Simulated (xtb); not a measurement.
B(OH)(SH)2 (BH3OS2), SMILES OB(S)S. All values are semi-empirical tight-binding results from xtb (GFN2-xTB unless named), good for trends rather than for accurate numbers. The structure is a stationary point at GFN2-xTB. Other conformers were not sampled.

Optimised geometry:

Bonded distances (Å): B1–O2 1.332, B1–S4 1.832, B1–S6 1.808, O2–H3 0.957, S4–H5 1.330, S6–H7 1.328. Bond angles (°): O2–B1–S4 124.0, O2–B1–S6 116.8, S4–B1–S6 119.2, B1–O2–H3 121.9, B1–S4–H5 97.8, B1–S6–H7 97.2.
Charge 0, spin multiplicity 1.

Computed properties:
```
Quantity                                        Result
---------------------------------------  -------------
point group as xtb finds it                         Cs
orbital gap                                    4.74 eV
zero-point energy                        22.2 kcal/mol
G − E(el) at 298.15 K (modified RRHO)     3.9 kcal/mol
static polarisability (D4 model)            59.8 bohr³
solvation energy, GFN2-xTB/ALPB(water)   -5.6 kcal/mol
solvation energy, GFN2-xTB/ALPB(hexane)  -5.2 kcal/mol
```

Computed atomic charges and the Wiberg bond orders between heavy atoms:
charges (e) B1 0.44, O2 -0.44, H3 0.32, S4 -0.35, H5 0.16, S6 -0.30, H7 0.18. Bond orders B1–O2 1.25, B1–S4 1.05, B1–S6 1.10.
